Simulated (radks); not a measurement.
Si2+, configuration [Ne] 3s1.5 4f0.5 (fractional occupations, a model configuration). Method: Dirac Kohn-Sham, LDA (Slater exchange, Perdew-Wang correlation), spin-unpolarised, spherical densities, point nucleus; open shells fill j = l - 1/2 first; computed with a radial shooting solver on a logarithmic mesh with Libxc functionals.

Normalised radial functions P(r) = r R(r) (large component), r in bohr:

| r | 2s1/2 | 2p1/2 | 3p3/2 |
|---|---|---|---|
| 0.007147 | 0.1766 | 0.0046 | 0.0013 |
| 0.009382 | 0.2241 | 0.0077 | 0.0023 |
| 0.01231 | 0.2816 | 0.0128 | 0.0038 |
| 0.01629 | 0.3510 | 0.0216 | 0.0065 |
| 0.02139 | 0.4265 | 0.0356 | 0.0108 |
| 0.02807 | 0.5052 | 0.0581 | 0.0177 |
| 0.03714 | 0.5794 | 0.0951 | 0.0291 |
| 0.04875 | 0.6284 | 0.1509 | 0.0464 |
| 0.06399 | 0.6308 | 0.2341 | 0.0721 |
| 0.08467 | 0.5531 | 0.3573 | 0.1101 |
| 0.1111 | 0.3693 | 0.5192 | 0.1596 |
| 0.1459 | 0.0621 | 0.7205 | 0.2200 |
| 0.193 | -0.3656 | 0.9506 | 0.2858 |
| 0.2533 | -0.8206 | 1.1573 | 0.3370 |
| 0.3325 | -1.1980 | 1.2911 | 0.3509 |
| 0.44 | -1.3740 | 1.2940 | 0.2965 |
| 0.5775 | -1.2736 | 1.1409 | 0.1562 |
| 0.758 | -0.9553 | 0.8643 | -0.0689 |
| 1.003 | -0.5526 | 0.5342 | -0.3510 |
| 1.317 | -0.2420 | 0.2638 | -0.5999 |
| 1.728 | -0.0739 | 0.0966 | -0.7321 |
| 2.268 | -0.0142 | 0.0240 | -0.6827 |
| 3.001 | -0.0014 | 0.0033 | -0.4705 |
| 3.939 | -0.0001 | 0.0002 | -0.2338 |
| 5.171 | 0.0000 | 0.0000 | -0.0782 |
| 6.841 | 0.0000 | 0.0000 | -0.0149 |
| 8.98 | 0.0000 | 0.0000 | -0.0015 |
| 11.79 | 0.0000 | 0.0000 | -0.0001 |
| 15.6 | 0.0000 | 0.0000 | 0.0000 |
| 20.47 | 0.0000 | 0.0000 | 0.0000 |

2s1/2: eigenvalue -165.07 eV, 1 radial node at r = 0.153 bohr, <r> = 0.569 bohr, 90 % of the charge inside 0.897 bohr. 2p1/2: eigenvalue -122.43 eV, 0 radial nodes, <r> = 0.534 bohr, 90 % of the charge inside 0.899 bohr. 3p3/2 (empty): eigenvalue -23.490 eV, 1 radial node at r = 0.704 bohr, <r> = 2.15 bohr, 90 % of the charge inside 3.24 bohr.
